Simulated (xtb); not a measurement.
H$_{3}$Ga, singlet, at a GFN2-xTB geometry (such geometries of metal compounds can be far from the true shape); GFN1-xTB (xtb 6.7.1).

The xtb input:
```
$ xtb mol.xyz --gfn 1 --opt --json

# file mol.xyz
4

Ga     0.00000000    -0.00000000     0.00000000
H      0.66218224    -0.42756453     1.35383279
H     -0.30059287     1.51137788    -0.28202977
H     -0.36158937    -1.08381336    -1.07180302
```

Task: Write the output that xtb gives for this input, abridged.

Result: 
```
   ID    Z sym.   atoms
    1   31 Ga     1
    2    1 H      2-4

           -------------------------------------------------
          |                Calculation Setup                |
           -------------------------------------------------

           -------------------------------------------------
          |                 G F N 1 - x T B                 |
           -------------------------------------------------

          ...................................................
          :                      SETUP                      :
          :.................................................:
          :  # basis functions                  16          :
          :  # atomic orbitals                  15          :
          :  # shells                            9          :
          :  # electrons                         6          :
          :  # halogen bonds                     0          :
          :  max. iterations                   250          :
          :  Hamiltonian                  GFN1-xTB          :
          :  restarted?                      false          :
          :  GBSA solvation                  false          :
          :  PC potential                    false          :
          :  electronic temp.          300.0000000     K    :
          :  accuracy                    1.0000000          :
          :  -> integral cutoff          0.2500000E+02      :
          :  -> integral neglect         0.1000000E-07      :
          :  -> SCF convergence          0.1000000E-05 Eh   :
          :  -> wf. convergence          0.2000000E-04 e    :
          :  Broyden damping             0.4000000          :
          :  net charge                          0          :
          :  unpaired electrons                  0          :
          ...................................................

 iter      E             dE          RMSdq      gap      omega  full diag
   1     -2.9402446 -0.294024E+01  0.423E+00    7.62       0.0  T
   2     -2.9455326 -0.528795E-02  0.229E+00    7.30       1.0  T
   3     -2.9462955 -0.762918E-03  0.591E-01    6.92       1.0  T
   4     -2.9459905  0.305003E-03  0.644E-01    7.25       1.0  T
   5     -2.9466775 -0.686983E-03  0.420E-03    7.06      11.9  T
   6     -2.9466775 -0.236133E-07  0.351E-03    7.06      14.3  T
   7     -2.9466775 -0.131504E-07  0.540E-04    7.06      92.6  T
   8     -2.9466775 -0.504658E-09  0.901E-06    7.06    5552.4  T
   9     -2.9466775 -0.141664E-12  0.644E-09    7.06  100000.0  T

   *** convergence criteria satisfied after 9 iterations ***

         :::::::::::::::::::::::::::::::::::::::::::::::::::::
         ::                     SUMMARY                     ::
         :::::::::::::::::::::::::::::::::::::::::::::::::::::
         :: total energy              -2.930934293435 Eh    ::
         :: gradient norm              0.009255280039 Eh/a0 ::
         :: HOMO-LUMO gap              7.060247410514 eV    ::
         ::.................................................::
         :: SCC energy                -2.946677498666 Eh    ::
         :: -> electrostatic           0.005327400417 Eh    ::
         :: repulsion energy           0.016149006861 Eh    ::
         :: dispersion energy         -0.000405801630 Eh    ::
         :: halogen bond corr.         0.000000000000 Eh    ::
         :: add. restraining           0.000000000000 Eh    ::
         :: total charge              -0.000000000000 e     ::
         :::::::::::::::::::::::::::::::::::::::::::::::::::::

      -----------------------------------------------------------
     |                   =====================                   |
     |                        A N C O P T                        |
     |                   =====================                   |
     |               Approximate Normal Coordinate               |
     |                Rational Function Optimizer                |
[...]
 * total energy  :    -2.9309343 Eh     change        0.5329071E-14 Eh
 * total energy  :    -2.9312356 Eh     change       -0.3012661E-03 Eh
 * total energy  :    -2.9312412 Eh     change       -0.5594977E-05 Eh
 * total energy  :    -2.9312442 Eh     change       -0.3068001E-05 Eh
   *** GEOMETRY OPTIMIZATION CONVERGED AFTER 4 ITERATIONS ***
[...]

   *** convergence criteria satisfied after 3 iterations ***

         :::::::::::::::::::::::::::::::::::::::::::::::::::::
         ::                     SUMMARY                     ::
         :::::::::::::::::::::::::::::::::::::::::::::::::::::
         :: total energy              -2.931244222527 Eh    ::
         :: gradient norm              0.000009503690 Eh/a0 ::
         :: HOMO-LUMO gap              7.061431249513 eV    ::
         ::.................................................::
         :: SCC energy                -2.949810221481 Eh    ::
         :: -> electrostatic           0.005327381555 Eh    ::
         :: repulsion energy           0.018972140943 Eh    ::
         :: dispersion energy         -0.000406141988 Eh    ::
         :: halogen bond corr.         0.000000000000 Eh    ::
         :: add. restraining           0.000000000000 Eh    ::
         :: total charge              -0.000000000000 e     ::
         :::::::::::::::::::::::::::::::::::::::::::::::::::::

           -------------------------------------------------
          |                Property Printout                |
           -------------------------------------------------

    * Orbital Energies and Occupations

         #    Occupation            Energy/Eh            Energy/eV
      -------------------------------------------------------------
         1        2.0000           -0.5618767             -15.2894
         2        2.0000           -0.4538922             -12.3510
         3        2.0000           -0.4538922             -12.3510 (HOMO)
         4                         -0.1943893              -5.2896 (LUMO)
         5                         -0.1665466              -4.5320
         6                         -0.1109199              -3.0183
         7                         -0.1109199              -3.0183
         8                         -0.1002538              -2.7280
         9                         -0.1002538              -2.7280
        10                         -0.0561431              -1.5277
        11                         -0.0561431              -1.5277
        12                         -0.0475577              -1.2941
        13                          0.1747390               4.7549
        14                          0.8370978              22.7786
        15                          0.8370978              22.7786
      -------------------------------------------------------------
                  HL-Gap            0.2595028 Eh            7.0614 eV
             Fermi-level           -0.3241407 Eh           -8.8203 eV

  Mulliken/CM5 charges         n(s)   n(p)   n(d)
     1Ga    0.36489  0.19302   1.284  1.294  0.057
     2H    -0.12163 -0.06434   1.122  0.000  0.000
     3H    -0.12163 -0.06434   1.122  0.000  0.000
     4H    -0.12163 -0.06434   1.122  0.000  0.000

Wiberg/Mayer (AO) data.
largest (>0.10) Wiberg bond orders for each atom

 ---------------------------------------------------------------------------
     #   Z sym  total        # sym  WBO       # sym  WBO       # sym  WBO
 ---------------------------------------------------------------------------
     1  31 Ga   2.708 --     2 H    0.903     3 H    0.903     4 H    0.903
     2   1 H    0.987 --     1 Ga   0.903
     3   1 H    0.987 --     1 Ga   0.903
     4   1 H    0.987 --     1 Ga   0.903
 ---------------------------------------------------------------------------

Topologies differ in total number of bonds
Writing topology from bond orders to xtbtopo.mol

 dipole moment from electron density (au)
     X       Y       Z
  -0.0000  -0.0000   0.0000  total (Debye):    0.000

optimized geometry written to: xtbopt.xyz

           -------------------------------------------------
          | TOTAL ENERGY               -2.931244222527 Eh   |
          | GRADIENT NORM               0.000009503690 Eh/α |
          | HOMO-LUMO GAP               7.061431249513 eV   |
           -------------------------------------------------
```
